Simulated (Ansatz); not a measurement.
Species: ScCl₂, net charge 1, singlet state. The spin state was set by rule; other spins were not relaxed. 
Coordinates optimised at B3LYP-D3(BJ)/def2-TZVP (Ansatz, a first-principles code):
```
Sc
Cl 1 2.1959
Cl 1 2.1959 2 114.64
```
Charge +1, spin multiplicity 1.

Total electronic energies in hartree. Cores are frozen in the correlated levels unless marked. No spin-orbit coupling. Frozen are the shells of the preceding noble gas and the d and f shells that filled before the atom's block. Non-relativistic. Basis-set limits of correlation are two-point, X^-3; Hartree-Fock from the larger set. The bracket is a focal-point correction in the basis named.

```tsv
level	program	energy (Eh)
r2SCAN0/def2-TZVPD	Ansatz	-1680.88950
wB97X-V/def2-TZVPD	Ansatz	-1680.75365
MP2/def2-QZVPP	Ansatz	-1679.20823
MP2/def2-QZVPPD	Ansatz	-1679.20852
SCS-MP2/def2-SVP	Ansatz	-1678.58124
CCSD/STO-3G	Ansatz	-1661.37409
CCSD(T)/def2-QZVPP	Ansatz	-1679.26088
RI-MP2/CBS(def2-TZVPP,def2-QZVPP)+[CCSD(T)-MP2]/def2-SVP	Ansatz	-1679.2717
CCSD(T)/CBS(def2-TZVPPD,def2-QZVPPD)	Ansatz	-1679.2894
```

Totals of different functionals don't rank their quality; only differences between species are comparable.
